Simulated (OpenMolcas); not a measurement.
**V3+: effect of the metal basis**

V3+ with 6 ligands (fluoride) in trigonal prismatic coordination (D3h) at 1.95 Å, a polar angle of 50.5° against the regular 49.1°. A charge of +0.5 e stands 2.6 Å behind each ligand.

* Program: OpenMolcas
* Method: CASSCF
* Spin-orbit coupling: RASSI with atomic mean-field integrals over the reference wave functions

Fixed: ligand basis ANO-RCC-VDZP, active space 2 electrons in 5 orbitals (3d), DKH2 Hamiltonian.

States (labels of D3, the rotations of D3h). Energies in cm-1 above the lowest state or level, χT in cm3 K/mol.

```tsv
Run	Metal basis	Ground state	First state of that spin	First gap with spin-orbit (degeneracies)	χT at 300 K	First state of another spin	Cost
A	ANO-RCC-VDZP	3E	3E 9954	187.6 (2, 2)	0.875	1A1 13419	roughly 25 core-seconds
B	ANO-RCC-VTZP	3E	3E 9950	185.0 (2, 2)	0.883	1A1 13393	roughly 40 core-seconds
```

Against A, the first state of the same spin changes by 0 % in B.

Costs are those of the RASSCF and RASSI steps.

An orbital doublet at a regular site is open to a Jahn-Teller distortion, which this geometry leaves out. Without dynamic correlation the repulsion within the d shell is too large (B by tens of per cent), so at a given field states of lower spin stand too high. Ligand-to-metal charge-transfer states are missing. With no ligand orbital active B as a rule stays too high, so bands that hang on it stand too high and its fall with covalency is understated. With metal d orbitals alone and no dynamic correlation the field as a rule comes out too small, by tens of per cent, by up to half for chloride and softer ligands. No measured value stands beside these numbers; the geometry is a model, was not optimised and need not be the one that this ion takes.
